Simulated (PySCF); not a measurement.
Sn(Me)(NMe2), SMILES [CH3][Sn][N](C)C (C3H9NSn), CAM-B3LYP/def2-SVP optimised geometry.

```
14

Sn    -1.14    -0.27     0.00
C     -1.39     1.92     0.00
H     -0.92     2.38     0.89
H     -2.46     2.18     0.00
H     -0.92     2.38    -0.89
N      0.91    -0.27     0.00
C      1.63    -1.52     0.00
C      1.79     0.87     0.00
H      2.28    -1.62    -0.89
H      2.28    -1.62     0.89
H      0.94    -2.38     0.00
H      2.46     0.87     0.89
H      2.45     0.87    -0.89
H      1.23     1.81     0.00
```

Density from CAM-B3LYP/def2-TZVP, def2 effective core potentials past Kr (PySCF) at that geometry. The core electrons that the potentials of Sn replace are not part of the density.

Minimum of the electron density along straight lines between bonded atoms, close to the bond critical point (lines longer than 1.1 times the sum of covalent radii, or with two minima, are not listed):

| bond | length / Å | ρ at the minimum / e bohr⁻³ | ∇²ρ there / e bohr⁻⁵ | position (fraction from the first atom) |
|---|---|---|---|---|
| Sn1–C2 | 2.208 | 0.095 | 0.11 | 0.51 |
| C2–H3 | 1.102 | 0.265 | -0.86 | 0.64 |
| C2–H4 | 1.100 | 0.268 | -0.88 | 0.64 |
| C2–H5 | 1.102 | 0.265 | -0.86 | 0.64 |
| Sn1–N6 | 2.050 | 0.109 | 0.36 | 0.51 |
| N6–C7 | 1.445 | 0.277 | -0.74 | 0.59 |
| N6–C8 | 1.442 | 0.278 | -0.74 | 0.59 |
| C7–H9 | 1.108 | 0.272 | -0.92 | 0.64 |
| C7–H10 | 1.108 | 0.272 | -0.92 | 0.64 |
| C7–H11 | 1.101 | 0.277 | -0.96 | 0.64 |
| C8–H12 | 1.108 | 0.271 | -0.92 | 0.64 |
| C8–H13 | 1.108 | 0.271 | -0.92 | 0.64 |
| C8–H14 | 1.097 | 0.280 | -0.98 | 0.65 |
